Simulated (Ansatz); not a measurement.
Saddle point of GaPH₅Br, singlet (GaH₂Br ([GaH2][Br]) + PH₃ → GaPH₄ ([PH2][GaH2]) + HBr (still joined by a long Ga–Br bond); bonds formed: Br2–H5; bonds broken: H5–P6; bonds weakened to dative contacts: Ga1–Br2), PBE0-D4/def2-TZVP structure:

| atom | x (Å) | y (Å) | z (Å) |
| --- | --- | --- | --- |
| Ga1 | -0.7378 | -0.6852 | -0.7035 |
| Br2 | 0.8659 | 1.2037 | -1.6903 |
| H3 | -0.0786 | -1.9923 | -1.2229 |
| H4 | -2.1498 | -0.0746 | -0.9182 |
| H5 | 0.6370 | 0.7117 | -0.1497 |
| P6 | 0.0612 | -0.1736 | 1.5086 |
| H7 | 1.4750 | -0.2112 | 1.4741 |
| H8 | -0.0729 | 1.2214 | 1.7017 |

Energies are electronic, without zero-point energy. Barriers and step energies count from the start structure reached by relaxing down the imaginary mode; all methods use the PBE0-D4 structures, on which another method's saddle can fall below an end. Ansatz 0.2.0; basis: def2-TZVPP, with def2-QZVPP for the basis limit; cores frozen in the correlated methods. Filled d shells of the heavier atoms are correlated. The def2 sets are not built for correlating such inner shells, so the correlated values are less sure here. B3LYP uses VWN-RPA correlation. Extrapolation: Hartree–Fock as exp(−7.88 √X), correlation as X^−2.97.

```json
{"method": "SPW92", "barrier (eV)": "1.160", "step energy (eV)": "1.301"}
{"method": "PBE-D4", "barrier (eV)": "1.307", "step energy (eV)": "1.269"}
{"method": "BLYP-D4", "barrier (eV)": "1.453", "step energy (eV)": "1.277"}
{"method": "r2SCAN-D4", "barrier (eV)": "?", "step energy (eV)": "1.382"}
{"method": "B97M-V", "barrier (eV)": "1.518", "step energy (eV)": "1.234"}
{"method": "PBE0-D4", "barrier (eV)": "1.529", "step energy (eV)": "1.366"}
{"method": "B3LYP-D4", "barrier (eV)": "1.628", "step energy (eV)": "1.358"}
{"method": "r2SCAN0-D4", "barrier (eV)": "1.627", "step energy (eV)": "1.435"}
{"method": "BHLYP-D4", "barrier (eV)": "1.913", "step energy (eV)": "1.485"}
{"method": "CAM-B3LYP-D4", "barrier (eV)": "1.760", "step energy (eV)": "1.394"}
{"method": "wB97X-V", "barrier (eV)": "?", "step energy (eV)": "1.403"}
{"method": "wB97M-V", "barrier (eV)": "?", "step energy (eV)": "1.332"}
{"method": "B2PLYP", "barrier (eV)": "1.691", "step energy (eV)": "1.377"}
{"method": "PBE-QIDH", "barrier (eV)": "1.700", "step energy (eV)": "1.439"}
{"method": "RPA on PBE", "barrier (eV)": "1.641", "step energy (eV)": "1.261"}
{"method": "HF", "barrier (eV)": "2.422", "step energy (eV)": "1.598"}
{"method": "MP2", "barrier (eV)": "1.664", "step energy (eV)": "1.392"}
{"method": "CCSD", "barrier (eV)": "1.832", "step energy (eV)": "1.360"}
{"method": "CCSD(T)", "barrier (eV)": "1.706", "step energy (eV)": "1.335"}
```

(1) Fill in the withheld barriers. (To be estimated.)

No T1 diagnostic of these runs exceeds 0.012.

Results:

(1) The calculation gives: r2SCAN-D4 1.472; wB97M-V 1.704; wB97X-V 1.796 eV. Each is the energy of the saddle less that of the start structure, by the same method.

For comparison, the barrier by CCSD(T) at an estimated basis limit (MP2 extrapolated from triple and quadruple zeta, plus CCSD(T) − MP2 in triple zeta) is 1.672 eV.

Labels in which every atom is bracketed show which atoms are joined, not bond orders.

For scale, one of the runs: CCSD(T)/def2-TZVPP, 208 basis functions (an equivalent command: `ansatz run in.yaml --threads 4`). The run took 110 s on 4 CPU threads (shared host), with 2.7 GiB of host memory at its peak.
